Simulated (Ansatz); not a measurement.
# Molecular dynamics of C2H9FSSi2

Input file:

```yaml
crystal:
  periodic: [false, false, false]
  atoms:
    - { symbol: C, position_ang: [-1.034271, -1.584125, 1.571514] }
    - { symbol: S, position_ang: [-1.559797, -0.163085, 0.588644] }
    - { symbol: C, position_ang: [0.14769, 0.485266, 0.073265] }
    - { symbol: F, position_ang: [0.933068, 0.607543, 1.272108] }
    - { symbol: Si, position_ang: [1.070544, -0.725099, -1.09374] }
    - { symbol: Si, position_ang: [-0.112168, 2.207512, -0.720967] }
    - { symbol: H, position_ang: [-0.784333, -2.456291, 0.91575] }
    - { symbol: H, position_ang: [-0.169563, -1.325215, 2.240568] }
    - { symbol: H, position_ang: [-1.858299, -1.860622, 2.27166] }
    - { symbol: H, position_ang: [2.296355, -0.140037, -1.609699] }
    - { symbol: H, position_ang: [0.195871, -1.050254, -2.201744] }
    - { symbol: H, position_ang: [1.364229, -1.928588, -0.338238] }
    - { symbol: H, position_ang: [1.117226, 2.731801, -1.258051] }
    - { symbol: H, position_ang: [-1.057723, 1.991967, -1.794125] }
    - { symbol: H, position_ang: [-0.672287, 3.128698, 0.244741] }
magnetization:
  spin_polarized: true
basis:
  gaussian: { orbitals: STO-3G }
hamiltonian:
  xc: b3lyp
  dispersion: d4
md:
  timestep: 1.0
  n_steps: 84
  ensemble: nvt_nose_hoover
  temperature: 3000.0
  initial_velocities: maxwell_boltzmann
  seed: 266676
  nose_hoover: { tau: 100.0, chain_length: 3 }
  masses: [{ species: H, mass: 2.014 }]
```

Launched with:

```bash
$ ansatz run input.yaml --threads 1 --pin off --max-ram 2048MiB --backend cpu --events-out ev --progress --plain --runs-dir out
```

It goes on from the last frame of an earlier run, with new velocities.

Output, in part (step lines, the closing report, with atoms numbered from 0):

```
md step     0: t =     0.00 fs  T =  3000.0 K  F+E_penalty+E_count = -31161.34783551 eV  E_kin = 5.041140 eV  conserved = -31156.30669555 eV  (23 SCF iters)
[... lines left out ...]
Total energy: -31159.62696712 eV, -1145.0951702878 hartree
Atom 0 at    -0.980613    -1.768144     1.277352 Å, force    -3.270962    -1.062245     1.662040 eV/Å
Atom 1 at    -1.462766    -0.187650     0.481183 Å, force    -2.384321    -0.671674     1.238168 eV/Å
Atom 2 at     0.134875     0.561413     0.255384 Å, force     1.066161    -2.014747    -1.679452 eV/Å
Atom 3 at     0.867122     0.952427     1.392164 Å, force    -0.277795     0.265730     0.463564 eV/Å
Atom 4 at     1.126554    -0.648109    -0.808690 Å, force     0.116342     1.823137    -1.829115 eV/Å
Atom 5 at    -0.234922     2.012451    -0.892852 Å, force    -1.451978     1.081797     1.273543 eV/Å
Atom 6 at    -0.444799    -1.574285     2.249625 Å, force     0.016388    -0.455699    -1.050885 eV/Å
Atom 7 at    -2.004992    -2.304251     1.587050 Å, force     2.447601     1.397735    -0.696240 eV/Å
Atom 8 at    -0.495506    -2.497959     0.608272 Å, force     0.514997     0.241684     0.223633 eV/Å
Atom 9 at     1.446174    -1.963180    -0.530345 Å, force     0.262948    -1.659960     0.873398 eV/Å
Atom 10 at     2.252419     0.196516    -0.574016 Å, force     1.374792    -0.383550    -1.164113 eV/Å
Atom 11 at     0.521196    -0.708987    -2.197026 Å, force     0.852950     0.441663     1.365622 eV/Å
Atom 12 at    -0.969688     1.835662    -2.156187 Å, force     0.279140    -0.181795     0.729996 eV/Å
Atom 13 at    -0.949417     2.641085     0.198699 Å, force    -0.803909     0.782881    -0.854394 eV/Å
Atom 14 at     0.840721     2.894351    -1.046957 Å, force     1.257646     0.395043    -0.555766 eV/Å
Dipole moment:     0.024501    -0.185385    -0.213713 e Å
```

The steps, from the saved trajectory:

```csv
time (fs),T (K),potential energy less start (eV),conserved less start (meV/atom)
0.0,3000,0.000,0.00
2.0,2711,0.500,0.96
4.0,2234,1.315,1.76
6.0,1967,1.761,1.57
8.0,1876,1.915,1.50
10.0,1875,1.911,1.01
12.0,1774,2.087,1.18
14.0,1691,2.242,1.86
16.0,1883,1.914,1.18
18.0,2049,1.632,0.52
20.0,1879,1.936,1.15
22.0,1651,2.336,1.80
24.0,1693,2.272,1.60
26.0,1925,1.884,1.07
28.0,2056,1.670,0.59
30.0,1890,1.972,1.27
32.0,1715,2.287,1.75
34.0,1736,2.257,1.27
36.0,1751,2.243,1.02
38.0,1645,2.442,1.34
40.0,1560,2.603,1.54
42.0,1626,2.511,1.63
44.0,1857,2.135,1.16
46.0,2001,1.907,0.58
48.0,1826,2.237,1.40
50.0,1701,2.480,2.09
52.0,1933,2.102,1.22
54.0,2161,1.742,0.89
56.0,2202,1.714,1.38
58.0,2228,1.702,1.26
60.0,2239,1.720,1.48
62.0,2332,1.603,1.68
64.0,2560,1.251,1.05
66.0,2646,1.147,0.90
68.0,2535,1.389,1.66
70.0,2490,1.499,1.15
72.0,2353,1.769,0.96
74.0,2036,2.347,1.42
76.0,1775,2.826,1.87
78.0,1767,2.868,1.55
80.0,1908,2.666,1.60
82.0,2197,2.219,1.42
84.0,2516,1.721,0.83
```

The run went to its last step. The conserved energy stayed within 2.1 meV per atom of its start (net change 0.83 meV per atom), so the integration is sound. The mean temperature of the second half is 29 % below the set value. A run of 0.084 ps of so small a system gives no equilibrium averages. Limits of this set-up: minimal basis.

The same pairs are bonded in the first frame and the last. Pairs count as bonded within 1.25 times the sum of covalent radii (0.12 Å more for H–H).

Last frame:

```xyz
15
Properties=species:S:1:pos:R:3
C -0.981 -1.768 1.277
S -1.463 -0.188 0.481
C 0.135 0.561 0.255
F 0.867 0.952 1.392
Si 1.127 -0.648 -0.809
Si -0.235 2.013 -0.893
H -0.445 -1.574 2.250
H -2.005 -2.304 1.587
H -0.495 -2.498 0.608
H 1.446 -1.963 -0.530
H 2.252 0.197 -0.574
H 0.521 -0.709 -2.197
H -0.970 1.836 -2.156
H -0.949 2.641 0.199
H 0.841 2.894 -1.047
```

Run time: 12 min on 1 CPU thread of a shared host.
